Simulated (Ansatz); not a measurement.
BiH2(CF3) (CH₂BiF₃). Charge 0, multiplicity 3. Geometry r2SCAN-D4/def2-SVP, that of the neutral singlet; atoms count from 1.

Cartesian coordinates in Å:
```
Bi -1.0021 1.1743 -0.3725
H -1.2814 1.0954 1.4025
H 0.4873 2.1428 -0.0930
C 0.2603 -0.7854 -0.2403
F 1.2040 -0.7666 0.7097
F 0.8756 -1.0235 -1.4155
F -0.5437 -1.8370 0.0091
```

In the def2 sets Bi takes a core potential; there is no spin–orbit coupling. At PBE0-D4/def2-TZVP a singlet of charge 0 lies 4.54 eV below the triplet at the same geometry.

(1) Estimate the Mulliken populations from the PBE0/def2-TZVP orbitals of Ansatz.

(2) Where does the spin sit?

(3) And the Mayer bond orders between heavy atoms (over 0.3)?

Results:

(1) 
| atom | charge (e) | spin (α − β) |
| --- | --- | --- |
| Bi1 | -0.02 | 1.36 |
| H2 | 0.00 | -0.02 |
| H3 | 0.00 | -0.02 |
| C4 | 0.43 | 0.51 |
| F5 | -0.12 | 0.07 |
| F6 | -0.14 | 0.04 |
| F7 | -0.14 | 0.05 |
Mulliken values depend strongly on the basis.

(2) Summed by element: Bi 1.36, H -0.04, C 0.51, F 0.17, of 2 unpaired in all. Largest on single atoms: Bi1 1.36, C4 0.51, F5 0.07.

(3) C4–F5 1.14 (1.34 Å); C4–F6 1.13 (1.35 Å); C4–F7 1.13 (1.35 Å).
